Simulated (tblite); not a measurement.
Parent: `[SiH3:1][S:2][C@H:3]1[CH2:4][C:5]12[CH2:6][CH2:7]2` with Si1–S2–C3–C4 -159°, C5H10SSi.

Structures optimised with GFN2-xTB, isolated species. One conformer each, not checked by frequencies here.

| coordinate of the parent | value |
| --- | --- |
| Si1–S2 | 2.139 Å |
| S2–C3 | 1.806 Å |
| C3–C4 | 1.512 Å |
| C4–C5 | 1.480 Å |
| C5–C6 | 1.480 Å |
| C6–C7 | 1.512 Å |
| C3–C5 | 1.476 Å |
| C5–C7 | 1.478 Å |
| Si1–S2–C3 | 99.5° |
| S2–C3–C4 | 118.2° |
| S2–C3–C5 | 120.2° |
| C4–C3–C5 | 59.4° |
| C3–C4–C5 | 59.1° |
| C4–C5–C6 | 138.4° |
| C4–C5–C7 | 137.0° |
| C6–C5–C7 | 61.5° |
| C3–C5–C4 | 61.5° |
| C3–C5–C6 | 137.3° |
| C3–C5–C7 | 137.6° |
| C5–C6–C7 | 59.2° |
| C5–C7–C6 | 59.3° |

How does the shared frame change in `[CH3:1][CH2:2][C@@H:3]1[CH2:4][C@:5]12[CH2:6][C@@H:7]2[S:8][SiH3:9]` with C1–C2–C3–C4 160°, C6–C7–S8–Si9 -158°, C7H14SSi? Atoms pair as Si1 = Si9, S2 = S8, C3 = C7, C4 = C6, C5 = C5, C6 = C4, C7 = C3 (parent first).

```tsv
parent	relative	value in the relative	change
Si1–S2	Si9–S8	2.138 Å	-0.001
S2–C3	S8–C7	1.807 Å	+0.001
C3–C4	C7–C6	1.511 Å	-0.001
C4–C5	C6–C5	1.480 Å	0.000
C5–C6	C5–C4	1.483 Å	+0.003
C6–C7	C4–C3	1.514 Å	+0.002
C3–C5	C7–C5	1.475 Å	-0.001
C5–C7	C5–C3	1.480 Å	+0.002
Si1–S2–C3	Si9–S8–C7	99.5°	0.0
S2–C3–C4	S8–C7–C6	117.9°	-0.3
S2–C3–C5	S8–C7–C5	119.7°	-0.5
C4–C3–C5	C6–C7–C5	59.4°	0.0
C3–C4–C5	C7–C6–C5	59.1°	0.0
C4–C5–C6	C6–C5–C4	137.2°	-1.2
C4–C5–C7	C6–C5–C3	137.5°	+0.5
C6–C5–C7	C4–C5–C3	61.5°	0.0
C3–C5–C4	C7–C5–C6	61.5°	0.0
C3–C5–C6	C7–C5–C4	137.7°	+0.4
C3–C5–C7	C7–C5–C3	138.1°	+0.5
C5–C6–C7	C5–C4–C3	59.2°	0.0
C5–C7–C6	C5–C3–C4	59.3°	0.0
```

No shared bond changes by more than 0.004 Å. Bonds of the relative outside the shared frame: C1–C2 1.526, C2–C3 1.511 Å. Point group C1 → C1.

How does the shared frame change in `[SiH3:1][S:2][C@@H:3]1[CH2:4][C@@:5]12[CH2:6][C@@H:7]2[SH:8]` with Si1–S2–C3–C4 -80°, C6–C7–S8–H -145°, C5H10S2Si? Atoms pair as Si1 = Si1, S2 = S2, C3 = C3, C4 = C4, C5 = C5, C6 = C6, C7 = C7 (parent first).

```tsv
parent	relative	value in the relative	change
Si1–S2	Si1–S2	2.144 Å	+0.005
S2–C3	S2–C3	1.805 Å	-0.001
C3–C4	C3–C4	1.513 Å	+0.001
C4–C5	C4–C5	1.479 Å	-0.001
C5–C6	C5–C6	1.479 Å	-0.001
C6–C7	C6–C7	1.510 Å	-0.002
C3–C5	C3–C5	1.476 Å	0.000
C5–C7	C5–C7	1.478 Å	0.000
Si1–S2–C3	Si1–S2–C3	99.3°	-0.2
S2–C3–C4	S2–C3–C4	119.3°	+1.1
S2–C3–C5	S2–C3–C5	118.4°	-1.8
C4–C3–C5	C4–C3–C5	59.3°	-0.1
C3–C4–C5	C3–C4–C5	59.1°	0.0
C4–C5–C6	C4–C5–C6	138.7°	+0.3
C4–C5–C7	C4–C5–C7	137.1°	+0.1
C6–C5–C7	C6–C5–C7	61.4°	-0.1
C3–C5–C4	C3–C5–C4	61.6°	+0.1
C3–C5–C6	C3–C5–C6	138.6°	+1.3
C3–C5–C7	C3–C5–C7	136.1°	-1.5
C5–C6–C7	C5–C6–C7	59.2°	0.0
C5–C7–C6	C5–C7–C6	59.3°	0.0
```

Of the parent's bonds, Si1–S2 changes most (+0.005 Å). Bonds of the relative outside the shared frame: C7–S8 1.804 Å. Point group C1 → C1.

How does the shared frame change in `[CH2:1]=[N:2][C@@H:3]1[CH2:4][C@@:5]12[CH2:6][C@H:7]2[S:8][SiH3:9]` with C1–N2–C3–C4 -144°, C6–C7–S8–Si9 146°, C6H11NSSi? Atoms pair as Si1 = Si9, S2 = S8, C3 = C7, C4 = C6, C5 = C5, C6 = C4, C7 = C3 (parent first).

```csv
parent,relative,value in the relative,change
Si1–S2,Si9–S8,2.157 Å,+0.018
S2–C3,S8–C7,1.801 Å,-0.005
C3–C4,C7–C6,1.512 Å,0.000
C4–C5,C6–C5,1.479 Å,-0.001
C5–C6,C5–C4,1.472 Å,-0.008
C6–C7,C4–C3,1.526 Å,+0.014
C3–C5,C7–C5,1.474 Å,-0.002
C5–C7,C5–C3,1.490 Å,+0.012
Si1–S2–C3,Si9–S8–C7,99.8°,+0.3
S2–C3–C4,S8–C7–C6,118.9°,+0.7
S2–C3–C5,S8–C7–C5,119.6°,-0.6
C4–C3–C5,C6–C7–C5,59.4°,0.0
C3–C4–C5,C7–C6–C5,59.0°,-0.1
C4–C5–C6,C6–C5–C4,140.5°,+2.1
C4–C5–C7,C6–C5–C3,135.8°,-1.2
C6–C5–C7,C4–C5–C3,62.0°,+0.5
C3–C5–C4,C7–C5–C6,61.6°,+0.1
C3–C5–C6,C7–C5–C4,137.7°,+0.4
C3–C5–C7,C7–C5–C3,135.5°,-2.1
C5–C6–C7,C5–C4–C3,59.6°,+0.4
C5–C7–C6,C5–C3–C4,58.4°,-0.9
```

Of the parent's bonds, Si1–S2 changes most (+0.018 Å). Bonds of the relative outside the shared frame: C1=N2 1.256, N2–C3 1.401 Å. Point group C1 → C1.

How does the shared frame change in `[CH3:1][C@@H:2]1[CH2:3][C@:4]12[CH2:5][C@@H:6]2[S:7][SiH3:8]` with C5–C6–S7–Si8 -159°, C6H12SSi? Atoms pair as Si1 = Si8, S2 = S7, C3 = C6, C4 = C5, C5 = C4, C6 = C3, C7 = C2 (parent first).

```csv
parent,relative,value in the relative,change
Si1–S2,Si8–S7,2.138 Å,-0.001
S2–C3,S7–C6,1.807 Å,+0.001
C3–C4,C6–C5,1.512 Å,0.000
C4–C5,C5–C4,1.480 Å,0.000
C5–C6,C4–C3,1.482 Å,+0.002
C6–C7,C3–C2,1.514 Å,+0.002
C3–C5,C6–C4,1.475 Å,-0.001
C5–C7,C4–C2,1.480 Å,+0.002
Si1–S2–C3,Si8–S7–C6,99.7°,+0.2
S2–C3–C4,S7–C6–C5,118.0°,-0.2
S2–C3–C5,S7–C6–C4,119.9°,-0.3
C4–C3–C5,C5–C6–C4,59.4°,0.0
C3–C4–C5,C6–C5–C4,59.1°,0.0
C4–C5–C6,C5–C4–C3,137.6°,-0.8
C4–C5–C7,C5–C4–C2,136.9°,-0.1
C6–C5–C7,C3–C4–C2,61.5°,0.0
C3–C5–C4,C6–C4–C5,61.5°,0.0
C3–C5–C6,C6–C4–C3,137.8°,+0.5
C3–C5–C7,C6–C4–C2,138.2°,+0.6
C5–C6–C7,C4–C3–C2,59.2°,0.0
C5–C7–C6,C4–C2–C3,59.3°,0.0
```

No shared bond changes by more than 0.004 Å. Bonds of the relative outside the shared frame: C1–C2 1.508 Å. Point group C1 → C1.

These are computed values.
